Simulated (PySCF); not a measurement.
**Two-dimensional NMR puzzle**

Compound of formula C6H12O. Correlations simulated from computed shifts and couplings:

HSQC (one-bond C–H):
```csv
δH,δC,"1J(C,H) (Hz)"
2.08,23.9,134
2.06,31.7,134
1.99,53.2,127
0.83,23.2,132
```

COSY cross peaks (|J| ≥ 2 Hz):
```csv
δH,δH,abs. J (Hz),bonds
2.08,1.99,5.9,3
2.08,0.83,7.5,3
```

HMBC (two and three bonds, |J| ≥ 2.5 Hz):
```csv
δH,δC [abs. J in Hz]
2.08,"210.2 [2.7], 53.2 [4.3], 23.2 [3.4]"
2.06,210.2 [5.2]
1.99,"210.2 [4.9], 23.9 [3.0], 23.2 [4.4]"
0.83,"53.2 [5.5], 23.9 [3.3], 23.2 [5.8]"
```

Carbons without hydrogens: δ 210.2.

[PySCF: shielding tensors at PBE0/pcSseg-1 (GIAO); J: B3LYP/pcJ-1 (without the spin–dipole term); geometry: PBE0-D3(BJ)/def2-SVP; non-relativistic; equivalent nuclei averaged; gas phase; a single conformation]

Scale: 1H, 13C vs TMS (reference shieldings calculated alike).

Exchangeable hydrogens are left out of these lists, and C,H couplings along chains are those of one rotamer, so weak HMBC peaks may be missing or extra.

**Question.** Assemble the structure.

**Answer.** `CC(=O)CC(C)C`.

Structure with atom numbers: `[CH3:1][C:2](=[O:3])[CH2:4][CH:5]([CH3:6])[CH3:7]` (H(Xn): hydrogen on atom n).

- δC 210.2 is C2, a ketone carbonyl carbon.
- δC 53.2 is C4, an sp3 CH2 α to a carbonyl (δH 1.99).
- δC 31.7 is C1, a methyl carbon α to a carbonyl (δH 2.06).
- δC 23.9 is C5, an sp3 CH (δH 2.08).
- δC 23.2 is C6/C7, a methyl carbon (δH 0.83).
- HMBC from δH 2.08 reaches the proton-free carbon C2.
- HMBC from δH 2.06 reaches the proton-free carbon C2.
- HMBC from δH 1.99 reaches the proton-free carbon C2.
- COSY links 2.08–1.99, 2.08–0.83.

The shifts were computed for this structure.

Unscaled 3J(H,H) at this level run about 10 % above measured values. Shifts are as computed. Against solution values, carbons near 30 ppm lie about +2 ppm off and those near 130 ppm about +5 ppm. Of 1211 compounds with measured shifts, 218 miss one by over three times the rms of a fit or turn the order of signals round; such compounds aren't used in these exercises. Chain 3J(H,H) values assume equally populated staggered rotamers: (2 J gauche + J anti)/3.
